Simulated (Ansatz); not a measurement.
Reaction (redistribution): `CS[SiH](O)F` + `[CH3][AlH][GeH3]` → `CS[SiH2]O` + `[CH3][Al]([F])[GeH3]`

Computed with Ansatz on PBE0-D4/def2-TZVP structures; ΔE is electronic, products minus reactants. CCSD(T)/CBS is the MP2 limit (def2-TZVPP, def2-QZVPP) plus CCSD(T) − MP2 in def2-TZVPP, frozen cores. Functionals use def2-TZVPP. For Ge outer-core shells are correlated without core-valence functions, which leaves a few kJ/mol of doubt a bond. Scalar relativity is left out up to krypton. Each species was taken in one conformer, which may not be the lowest.

`CS[SiH](O)F`:

Cartesian coordinates in Å:
```
C 1.164 1.009 -0.973
S -0.331 0.000 -1.213
Si -0.541 -0.792 0.733
O -2.013 -1.468 0.874
F -0.334 0.402 1.774
H 1.358 1.503 -1.924
H 2.020 0.386 -0.718
H 1.003 1.761 -0.202
H 0.447 -1.824 1.094
H -2.773 -0.977 0.555
```

`[CH3][AlH][GeH3]`:

```xyz
10

C     0.681   -0.157    1.811
Al   -0.095   -0.880    0.174
Ge   -0.571    0.603   -1.758
H     0.009    0.586    2.255
H     0.884   -0.921    2.565
H     1.617    0.370    1.599
H    -0.446   -2.427    0.041
H     0.181    0.155   -3.030
H    -0.190    2.079   -1.524
H    -2.069    0.594   -2.133
```

`CS[SiH2]O`:

```xyz
10

C     0.406    1.156   -1.193
S    -0.235   -0.543   -1.291
Si   -0.712   -0.864    0.749
O     0.598   -0.833    1.746
H     1.267    1.212   -0.528
H    -0.369    1.842   -0.854
H     0.715    1.437   -2.199
H    -1.399   -2.180    0.755
H    -1.577    0.221    1.267
H     1.305   -1.449    1.548
```

`[CH3][Al]([F])[GeH3]`:

```xyz
10

C    -1.317   -0.989   -1.114
Al   -0.630   -0.054    0.442
F    -1.644    0.110    1.742
Ge    1.611    0.945    0.744
H    -2.226   -0.504   -1.485
H    -1.593   -2.016   -0.854
H    -0.594   -1.028   -1.932
H     1.529    2.460    1.011
H     2.357    0.323    1.940
H     2.508    0.754   -0.495
```

```csv
level,ΔE (kJ/mol)
PBE0,-43.3
MP2/def2-TZVPP,-46.2
```

(1) What does CCSD(T)/CBS give? (Best estimate.)

Largest T1 diagnostic among the species: 0.012.

Answers

(1) Ansatz gave: -44.1 kJ/mol. The listed levels differ from it by 0.8, -2.1 kJ/mol.

From PBE to PBE0 (25 % exact exchange), in def2-TZVPP and without D4, ΔE moves by +3.5 kJ/mol. In def2-TZVPP, CCSD(T) changes the Hartree–Fock value by −7.3 kJ/mol (the triples alone add −0.8 kJ/mol) and MP2 by −10.0 kJ/mol.
